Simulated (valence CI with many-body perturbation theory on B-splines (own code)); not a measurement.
The numbers below are computed, except where a source is named.
Hyperfine factors and g values of Zr³⁴⁺

Method: relativistic CI+MBPT: four valence electrons over a frozen Dirac-Fock core [He], a basis of 11 s, 11 p, 9 d, 7 f, 5 g, 2 h, 1 i functions for each j, with the one-electron correlation potential Σ1, the two-electron term Σ2, the three-electron term Σ3, Breit, model QED; selected CI, second order for the rest (own B-spline code, finite nucleus).

The last digits are not significant, and no measured levels were compared; by estimate large intervals hold to a few tenths of a per cent, small ones and those within an open d or f shell to about a per cent. Among the levels kept, up to 260 cm⁻¹ of a level comes from second order outside the variational space, and about a tenth of that is noise between levels of different J, which matters for small intervals.

A/g_I is the dipole constant over the nuclear g factor μ/I (μ in nuclear magnetons, uniformly magnetised nucleus), B/Q the quadrupole constant per barn. Both hold the static response of the core; the bare values leave it out. Large factors of s and p1/2 electrons are usually good to 5 to 10 %; those of open d and f shells near neutrality can be off by tens of per cent, and small factors of p3/2, d and f electrons come from cancelling terms and can be off by a factor of two or in sign, in half-filled shells by more. B is blank for J = 1/2, where it vanishes, and for nearly pure S terms. Energies count from the lowest level. Levels with J = 0 are left out.

Levels are named by their leading jj configuration (3d3/2^4 stands for four electrons in 3d with j = 3/2), which in mixed levels can hold well under half, so a name can repeat and another be missing. Letters in brackets count levels of one name in rising energy.

```tsv
Level	E (× 10³ cm⁻¹)	g	A/g_I (MHz)	A/g_I bare	B/Q (MHz/b)	B/Q bare
(2s^2 2p1/2 2p3/2) J=1	661.62	1.492	-23200	-16600	108000	108000
(2s^2 2p1/2 2p3/2) J=2	755.59	1.211	248000	250000	141000	141000
(2s^2 2p3/2^2) J=2	1483.4	1.270	124000	127000	74100	74300
(2s 2p1/2^2 2p3/2) J=2	1600.6	1.750	569000	568000	113000	113000
(2s 2p1/2^2 2p3/2) J=1	1978.2	0.963	-318000	-306000	179000	179000
(2s 2p1/2 2p3/2^2) J=2 [a]	2277.1	1.434	450000	447000	194000	195000
(2s 2p1/2 2p3/2^2) J=3	2452.9	1.323	539000	535000	-682	-699
(2s 2p1/2 2p3/2^2) J=1 [a]	2712.5	1.270	169000	173000	-186000	-187000
(2s 2p1/2 2p3/2^2) J=2 [b]	2786.5	1.143	54800	61700	-140000	-140000
(2s 2p1/2 2p3/2^2) J=1 [b]	2849.3	1.483	566000	564000	51100	51200
(2s 2p3/2^3) J=2	3366.7	1.302	587000	580000	-170000	-171000
(2s 2p3/2^3) J=1	3674.8	1.247	-330000	-314000	-42100	-42200
(2p1/2^2 2p3/2^2) J=2	3888.5	1.368	103000	111000	58400	58500
(2p1/2 2p3/2^3) J=1	4599.5	1.492	-34700	-23100	-106000	-107000
(2p1/2 2p3/2^3) J=2	4706.6	1.113	254000	256000	-272000	-273000
(2s^2 2p1/2 3s) J=1	20646	1.340	637000	630000	-10400	-10400
(2s^2 2p1/2 3p1/2) J=1	20939	0.664	437000	433000	-2270	-2270
(2s^2 2p1/2 3p3/2) J=1	21200	1.489	-45700	-44200	31100	31100
(2s^2 2p1/2 3p3/2) J=2	21222	1.170	195000	195000	51500	51600
(2s^2 2p3/2 3s) J=2	21402	1.489	232000	233000	216000	217000
(2s^2 2p3/2 3s) J=1	21441	1.141	1780	8850	120000	120000
(2s^2 2p1/2 3d3/2) J=2	21495	0.757	185000	184000	18800	19000
(2s 2p1/2^2 3s) J=1	21498	2.219	1140000	1130000	-7620	-7640
(2s^2 2p1/2 3d3/2) J=1	21602	0.821	-113000	-113000	2950	3030
(2s^2 2p1/2 3d5/2) J=2	21621	1.275	-92000	-91200	6780	6940
(2s^2 2p1/2 3d5/2) J=3	21626	1.113	118000	117000	1430	1620
(2s^2 2p3/2 3p1/2) J=1	21770	1.411	107000	113000	105000	105000
(2s^2 2p3/2 3p1/2) J=2	21793	1.214	142000	145000	188000	188000
(2s 2p1/2^2 3p1/2) J=1	21820	1.568	961000	949000	-6480	-6490
(2s^2 2p3/2 3p3/2) J=3	21930	1.331	97700	100000	281000	281000
(2s^2 2p3/2 3p3/2) J=1	21937	1.437	86800	89900	-103000	-103000
```

**Question.** Take the isotope of mass number 91, with I = 5/2, μ = -1.3022 μN and Q = -0.176 b. What is the hyperfine structure of (2s^2 2p3/2^2) J=2?

**Answer.** From the table A = -64400 MHz, B = -13000 MHz. Shifts from the centre of gravity in MHz: F = 1/2: 442000, F = 3/2: 351000, F = 5/2: 196000, F = 7/2: -26700, F = 9/2: -325000.
